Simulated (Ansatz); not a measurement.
Start from `FCC[SiH2]Cl` and change one atom or group to get `OCCCF`.

Ansatz, PBE0-D4/def2-TZVP geometries, multiplicity 1. Each molecule was computed in one conformer, which needn't be the lowest.

```json
{"property": "LUMO energy (B3LYP/def2-TZVPP) / eV", "`FCC[SiH2]Cl`": "0.05"}
{"property": "size of the dipole moment (B3LYP/def2-TZVPP) / D", "`FCC[SiH2]Cl`": "2.36"}
{"property": "HOMO energy (PBE0/def2-TZVPP) / eV", "`FCC[SiH2]Cl`": "-8.71"}
{"property": "HOMO–LUMO gap (PBE0/def2-TZVPP) / eV", "`FCC[SiH2]Cl`": "8.98"}
{"property": "HOMO–LUMO gap (PBE/def2-TZVPP) / eV", "`FCC[SiH2]Cl`": "6.73"}
{"property": "HOMO–LUMO gap (ωB97M-V/def2-TZVPP) / eV", "`FCC[SiH2]Cl`": "12.97"}
```

(1) What does the change do to each property? (An estimate is asked.)

Results:

(1) The calculation gave: 
| property | `OCCCF` | shift |
| --- | --- | --- |
| LUMO energy (B3LYP/def2-TZVPP) / eV | 0.69 | 0.64 |
| size of the dipole moment (B3LYP/def2-TZVPP) / D | 1.38 | -0.98 |
| HOMO energy (PBE0/def2-TZVPP) / eV | -7.95 | 0.76 |
| HOMO–LUMO gap (PBE0/def2-TZVPP) / eV | 9.04 | 0.06 |
| HOMO–LUMO gap (PBE/def2-TZVPP) / eV | 6.46 | -0.27 |
| HOMO–LUMO gap (ωB97M-V/def2-TZVPP) / eV | 12.92 | -0.05 |

With PBE0 the HOMO rises by 0.76 eV and the LUMO rises by 0.82 eV, so the gap widens by about 0.06 eV. PBE moves the HOMO by 1.10 eV and ωB97M-V by 0.52 eV. Dipoles are sizes alone; their direction can turn.

B3LYP here is the variant with VWN-RPA as its local correlation; programs differ in this.
